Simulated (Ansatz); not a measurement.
Consider the ligand exchange at a W–F bond: `[O]=[W](=[O])([F])[Cl]` + NH₃ → `[NH2][W](=[O])(=[O])[Cl]` + H–F.

Program: Ansatz. Geometries: PBE0-D4/def2-TZVP. ΔE: electronic, gas phase. CCSD(T)/CBS adds triple-zeta CCSD(T) − MP2 to the extrapolated MP2 energy (def2 sets, frozen cores). This one scheme is used for every species. Elements past krypton have def2 core potentials. For W outer-core shells are correlated without core-valence functions, which leaves a few kJ/mol of doubt a bond. One conformer a species, not always the lowest.

```
                   species  CCSD/def2-SVP energy (Eh)
  `[O]=[W](=[O])([F])[Cl]`                 -775.87577
                       NH₃                  -56.35105
`[NH2][W](=[O])(=[O])[Cl]`                 -732.07497
                       H–F                 -100.13731
```

Work out ΔE.

ΔE = (-732.07497) + (-100.13731) − (-775.87577) − (-56.35105) = 0.01454 Eh = +0.40 eV. CCSD(T)/CBS gives +0.31 eV.

Largest T1 diagnostic among the species: 0.022, so the coupled-cluster value is less sure than usual.

The D4 term adds −0.07 eV with B3LYP and −0.04 eV with PBE0; it sums over pairs of atoms, weighted by their polarisabilities, and B3LYP, whose exchange is more repulsive, gets the larger term. Leaving LDA and LC-ωPBE aside and taking each functional with its dispersion term where it has one, the values, not all of them listed here, spread over 0.22 eV, from PBE-QIDH to B97M-V. LDA lies −0.13 eV from PBE without D4. In def2-TZVPP, CCSD(T) changes the Hartree–Fock value by −0.13 eV (the triples alone add −0.00 eV) and MP2 by −0.15 eV.

B3LYP here is the variant with VWN-RPA as its local correlation; programs differ in this.
